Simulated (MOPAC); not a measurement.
Job for MOPAC: PM7 on BrFSi (SMILES F[Si]Br), a point of a bond scan (R = 4.345 Å).

```
PM7 1SCF PRECISE CHARGE=0 THREADS=1
BrFSi

Si     0.53911481 1     0.71882120 1     1.00578709 1
F      1.69810493 1     3.83536586 1    -1.79171688 1
Br    -0.46465545 1    -0.76918199 1    -0.39451685 1
```

Output:

```
*******************************************************************************
 **                                                                           **
 **                              MOPAC v23.2.5                                **
 **                                                                           **
 *******************************************************************************
 ** MOPAC's Digital Object Identifier: https://doi.org/10.5281/zenodo.6511958 **
 **                                                                           **
 ** Please cite the open-source release paper for use of this MOPAC version:  **
 ** J. E. Moussa and J. J. P. Stewart (2026)                                  **
 ** MOPAC: An open-source semiempirical molecular orbital program             **
 ** J. Open Source Softw., 11(119), 8025, https://doi.org/10.21105/joss.08025 **
 *******************************************************************************

                              PM7 CALCULATION RESULTS

 *******************************************************************************
 *  PM7        - The PM7 Hamiltonian to be used
 *
 *
 *
 *                 CHARGE ON SYSTEM = 0
 *
 *
 *
 *  PRECISE    - TIGHTER CRITERIA TO BE USED
 *  1SCF       - DO 1 SCF AND THEN STOP
 *  THREADS=1  - MULTI-THREADING NOT USED
 *  T=         - A TIME OF 172800.0 SECONDS REQUESTED
 *  DUMP=N     - RESTART FILE WRITTEN EVERY 7200.0 SECONDS REQUESTED
 *******************************************************************************
PM7 1SCF PRECISE CHARGE=0 THREADS=1
 BrFSi

   ATOM   CHEMICAL          X               Y               Z
  NUMBER   SYMBOL      (ANGSTROMS)     (ANGSTROMS)     (ANGSTROMS)

     1      Si          0.53911481  *   0.71882120  *   1.00578709  *
     2       F          1.69810493  *   3.83536586  *  -1.79171688  *
     3      Br         -0.46465545  *  -0.76918199  *  -0.39451685  *



          CARTESIAN COORDINATES

    NO.       ATOM           X           Y           Z

     1        Si          0.5391      0.7188      1.0058
     2         F          1.6981      3.8354     -1.7917
     3        Br         -0.4647     -0.7692     -0.3945

 General Reference for PM7:
 "Optimization of Parameters for Semiempirical Methods VI: More Modifications to the
 NDDO Approximations and Re-optimization of Parameters", J. J. P. Stewart, J. Mol. Mod., 1:32, 19 (2013)
 https://link.springer.com/article/10.1007/s00894-012-1667-x

           Empirical Formula: Si F Br  =     3 atoms



      MOLECULAR POINT GROUP   :   Cs


      RHF CALCULATION, NO. OF DOUBLY OCCUPIED LEVELS = 9


 -------------------------------------------------------------------------------
 PM7 1SCF PRECISE CHARGE=0 THREADS=1
 BrFSi



     1SCF WAS SPECIFIED, SO BFGS WAS NOT USED
     SCF FIELD WAS ACHIEVED


                              PM7 CALCULATION
                                                       MOPAC v23.2.5 Linux




          FINAL HEAT OF FORMATION =        117.15703 KCAL/MOL =     490.18500 KJ/MOL


          COSMO AREA              =        131.80 SQUARE ANGSTROMS
          COSMO VOLUME            =        113.89 CUBIC ANGSTROMS

          IONIZATION POTENTIAL    =          7.356452 EV
          HOMO LUMO ENERGIES (EV) =         -7.356 -4.025
          NO. OF FILLED LEVELS    =          9
          MOLECULAR WEIGHT        =        126.9879         POINT GROUP:  Cs

          MOLECULAR DIMENSIONS (Angstroms)

            Atom       Atom       Distance
           Br     3    F     2     5.27556
           Si     1   Br     3     1.84082
            F     2   Si     1     0.00000


          SCF CALCULATIONS        =          1





   ATOM   CHEMICAL          X               Y               Z
  NUMBER   SYMBOL      (ANGSTROMS)     (ANGSTROMS)     (ANGSTROMS)

     1      Si          0.53911481  *   0.71882120  *   1.00578709  *
     2       F          1.69810493  *   3.83536586  *  -1.79171688  *
     3      Br         -0.46465545  *  -0.76918199  *  -0.39451685  *

                             CARTESIAN COORDINATES

   1   Si        0.539114810     0.718821200     1.005787090
   2    F        1.698104930     3.835365860    -1.791716880
   3   Br       -0.464655450    -0.769181990    -0.394516850


           Empirical Formula: Si F Br  =     3 atoms



      MOLECULAR POINT GROUP   :   Cs


                  EIGENVALUES
 -30.70157 -28.50118 -18.72628 -12.99351 -12.82203 -12.79992  -8.87024  -8.86974
  -7.35645  -4.02512  -3.54637  -2.58929  23.52209  23.52701  23.57820  23.70754
  24.37063 254.04820 254.41276 254.44451 255.42424 255.42450


              NET ATOMIC CHARGES AND DIPOLE CONTRIBUTIONS

  ATOM NO.   TYPE          CHARGE      No. of ELECS.   s-Pop       p-Pop       d-Pop
    1         Si           0.887883        3.1121     1.87251     1.18410     0.05550
    2          F          -0.776685        7.7767     1.99999     5.77669
    3         Br          -0.111198        7.1112     1.93315     5.17632     0.00173
 DIPOLE           X         Y         Z       TOTAL
 POINT-CHG.    -3.788   -10.832    11.184    16.024
 HYBRID        -0.505    -0.522    -1.415     1.591
 SUM           -4.292   -11.354     9.769    15.581


          ATOMIC ORBITAL ELECTRON POPULATIONS

     Atom    s        px        py        pz      x^2-y^2     xz        z^2       yz        xy
    1 Si   1.87251   0.21074   0.40837   0.56499   0.00793   0.01026   0.00784   0.01773   0.01176
    2  F   1.99999   1.98379   1.88751   1.90539
    3 Br   1.93315   1.80239   1.66528   1.70865   0.00022   0.00033   0.00025   0.00058   0.00036

 **********************
 *                    *
 * JOB ENDED NORMALLY *
 *                    *
 **********************




 == MOPAC DONE ==
```

The run finished.

Cost: very roughly 0.04 core-seconds.
